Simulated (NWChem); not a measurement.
All runs are NWChem calculations. System: AlN, charge 1, spin multiplicity 4, at the geometry of a parent with another charge or spin, in a state set for the comparison that need not be this species' ground state. Its SCF solution wasn't tested for a lower state. Level: UB2PLYP/def2-TZVPD, 6 core orbitals frozen.

The NWChem input:

```
start mol
memory heap 200 mb stack 900 mb global 1100 mb
charge 1
geometry units angstroms nocenter noautoz
  Al     0.000000     0.000000     0.628358
  N      0.000000     0.000000    -1.166951
  symmetry group C2v
end
basis spherical
  * library def2-tzvpd
end
dft
  xc hfexch 0.53 becke88 0.47 lyp 0.73 mp2 0.27
  dftmp2
  odft
  mult 4
  semidirect memsize 60000000 filesize 0
  iterations 100
end
mp2
  freeze core 6
end
task dft energy
```

Output (cleaned and shortened):

```
             Northwest Computational Chemistry Package (NWChem) 7.3.0
             --------------------------------------------------------

                                NWChem Input Module
                                -------------------

 Scaling coordinates for geometry "geometry" by  1.889725989
 (inverse scale =  0.529177249)

 Turning off AUTOSYM since
 SYMMETRY directive was detected!

                             Geometry "geometry" -> ""
                             -------------------------

 Output coordinates in angstroms (scale by  1.889725989 to convert to a.u.)

  No.       Tag          Charge          X              Y              Z
 ---- ---------------- ---------- -------------- -------------- --------------
    1 Al                  13.0000     0.00000000     0.00000000     0.62835800
    2 N                    7.0000     0.00000000     0.00000000    -1.16695100

 Effective nuclear repulsion energy (a.u.)      26.8227528849

            Nuclear Dipole moment (a.u.)
            ----------------------------
        X                 Y               Z
 ---------------- ---------------- ----------------
     0.0000000000     0.0000000000    -0.0000056692

      Symmetry information
      --------------------

 Group name             C2v
 Group number             16
 Group order               4
 No. of unique centers     2

      Symmetry unique atoms

     1    2


 Summary of "ao basis" -> "" (spherical)
 ------------------------------------------------------------------------------
       Tag                 Description            Shells   Functions and Types
 ---------------- ------------------------------  ------  ---------------------
 *                         def2-tzvpd                 on all atoms

  dft_input: which_mp2 not specified, using semidirect MP2 by default.

                                 NWChem DFT Module
                                 -----------------

 Summary of "ao basis" -> "ao basis" (spherical)
 ------------------------------------------------------------------------------
       Tag                 Description            Shells   Functions and Types
 ---------------- ------------------------------  ------  ---------------------
 Al                        def2-tzvpd               15       43   6s5p3d1f
 N                         def2-tzvpd               13       37   6s3p3d1f

 Summary of "ao basis" -> "ao basis" (spherical)
 ------------------------------------------------------------------------------
       Tag                 Description            Shells   Functions and Types
 ---------------- ------------------------------  ------  ---------------------
 Al                        def2-tzvpd               15       43   6s5p3d1f
 N                         def2-tzvpd               13       37   6s3p3d1f

      Symmetry analysis of basis
      --------------------------

        a1         36
        a2          8
        b1         18
        b2         18

            General Information
            -------------------
          SCF calculation type: DFT
          Wavefunction type:  spin polarized.
          No. of atoms     :     2
          No. of electrons :    19
           Alpha electrons :    11
            Beta electrons :     8
          Charge           :     1
          Spin multiplicity:     4
          Use of symmetry is: on ; symmetry adaption is: on
          Maximum number of iterations: 100
          AO basis - number of functions:    80
                     number of shells:    28
[...]
    beta     23     21     22     24     25     26     28     29     27     31
 overlap   0.976  0.998  0.998  0.988  0.999  0.999  0.989  0.989  0.992  0.999

   alpha     31     32     33     34     35     36     37     38     39     40
    beta     30     32     33     34     35     36     37     38     39     41
 overlap   0.999  0.973  0.973  0.969  0.973  0.977  0.977  0.993  0.993  1.000

   alpha     41     42     43     44     45     46     47     48     49     50
    beta     40     42     43     44     45     47     46     48     49     50
 overlap   1.000  0.998  0.998  1.000  1.000  0.999  0.999  0.997  0.999  0.999

   alpha     51     52     53     54     55     56     57     58     59     60
    beta     51     52     53     55     54     56     57     58     59     61
 overlap   0.998  0.999  0.999  0.999  0.999  0.999  1.000  1.000  1.000  0.999

   alpha     61     62     63     64     65     66     67     68     69     70
    beta     60     62     63     64     65     67     66     68     69     70
 overlap   0.999  0.999  1.000  1.000  1.000  1.000  1.000  1.000  1.000  1.000

   alpha     71     72     73     74     75     76     77     78     79     80
    beta     72     71     73     74     75     76     77     78     79     80
 overlap   1.000  1.000  1.000  1.000  1.000  1.000  1.000  1.000  1.000  1.000

     --------------------------
     Expectation value of S2:
     --------------------------
      <S2> =      3.7718 (Exact =     3.7500)

 center of mass
 --------------
 x =   0.00000000 y =   0.00000000 z =   0.02827215

 moments of inertia (a.u.)
 ------------------
         106.107302652389           0.000000000000           0.000000000000
           0.000000000000         106.107302652389           0.000000000000
           0.000000000000           0.000000000000           0.000000000000

     Multipole analysis of the density
     ---------------------------------

     L   x y z        total         alpha         beta         nuclear
     -   - - -        -----         -----         ----         -------
     0   0 0 0      1.000000    -11.000000     -8.000000     20.000000

     1   1 0 0     -0.000000     -0.000000     -0.000000      0.000000
     1   0 1 0      0.000000      0.000000      0.000000      0.000000
     1   0 0 1      1.208811      2.257909     -1.049093     -0.000006

     2   2 0 0     -9.012492     -6.292226     -2.720266      0.000000
     2   1 1 0     -0.000000     -0.000000     -0.000000      0.000000
     2   1 0 1      0.000000      0.000000      0.000000      0.000000
     2   0 2 0     -9.012492     -6.292226     -2.720266      0.000000
     2   0 1 1      0.000000      0.000000      0.000000      0.000000
     2   0 0 2     -9.408780    -39.364342    -22.415030     52.370592

                   NWChem MP2 Semi-direct Energy/Gradient Module
                   ---------------------------------------------

  Basis functions       =     80
  Molecular orbitals    =     80
  Frozen core           =      6
  Frozen virtuals       =      0
  Active alpha occupied =      5
  Active beta occupied  =      2
  Active alpha virtual  =     69
  Active beta virtual   =     72
  Use MO symmetry       = T
  Use skeleton AO sym   = T

  AO/Fock/Back tols     =   1.0D-09  1.0D-09  1.0D-09

 GA uses MA = F    GA memory limited = T

 Available:
  local mem=  4.43D+07
 global mem=  1.44D+08
 local disk=  0.00D+00
  mp2_memr nvloc                    69
  nvloc new                    69
   1 passes of   5:        4194304                      30299                   3800986.
   1 passes of   5: M     44320370           G      144166400           F      40126066.

 Semi-direct pass number   1 of   1  for UHF alpha       at        2.8s
  vrange nnbf                  3231
  mp2_eaftype                    14  avail_ma_in_mb                   386
 EAF : mp2_eaftype filesize          14    1900493.
  mp2_eaf for mointskh                     14
Node 0 wrote      8.9 Mb in      0.0 s     Agg I/O rate:  1731.7 Mb/s
 Done moints_semi at        5.1s
  mp2_eaftype                    14  avail_ma_in_mb                   386
 EAF : mp2_eaftype filesize          14    1900493.
  mp2_eaf for kh                    14
 Done maket at        5.1s
 Done multipass loop at        5.1s

 GA uses MA = F    GA memory limited = T

 Available:
  local mem=  4.43D+07
 global mem=  1.44D+08
 local disk=  0.00D+00
  mp2_memr nvloc                    72
  nvloc new                    72
   1 passes of   2:        4194304                      20253                   1592920.
   1 passes of   2: M     44320370           G      144166400           F      40126066.

 Semi-direct pass number   1 of   1  for UHF beta        at        5.1s
  vrange nnbf                  3231
  mp2_eaftype                    10  avail_ma_in_mb                   386
 EAF : mp2_eaftype filesize          10     796460.
  mp2_eaf for mointskh                     10
Node 0 wrote      3.7 Mb in      0.0 s     Agg I/O rate:  1085.9 Mb/s
 Done moints_semi at        7.0s
  mp2_eaftype                    10  avail_ma_in_mb                   386
 EAF : mp2_eaftype filesize          10     796460.
  mp2_eaf for kh                    10
 Done maket at        7.0s
 Done multipass loop at        7.0s

          -------------------------------------------
          DFT energy                    -296.548841334772
          Unscaled MP2 energy             -0.186063898137
          Total DFT+MP2 energy          -296.599078587269
          -------------------------------------------

 -----------------------
 Performance information
 -----------------------

 Timer overhead =  1.33D-07 seconds/call

               Nr. of calls         CPU time (s)                 Wall time (s)                GFlops
             ---------------    -------------------     ------------------------------   -------------------
Name         Min   Avg   Max    Min     Avg     Max     Min     Avg     Max   Mx/calls   Min     Max     Sum
mp2: moin     2     2     2    4.1     4.1     4.1      4.1     4.1     4.1     2.1      0.0     0.0     0.0
mp2: make     2     2     2   5.53E-2 5.53E-2 5.53E-2  5.53E-2 5.53E-2 5.53E-2 2.76E-2   0.0     0.0     0.0
mp2: tota     1     1     1    4.3     4.3     4.3      4.3     4.3     4.3     4.3      0.0     0.0     0.0

 The average no. of pstat calls per process was 5.00D+00
 with a timing overhead of 6.67D-07s

 Task  times  cpu:        7.0s     wall:        7.0s

 Total times  cpu:        7.0s     wall:        7.0s
```
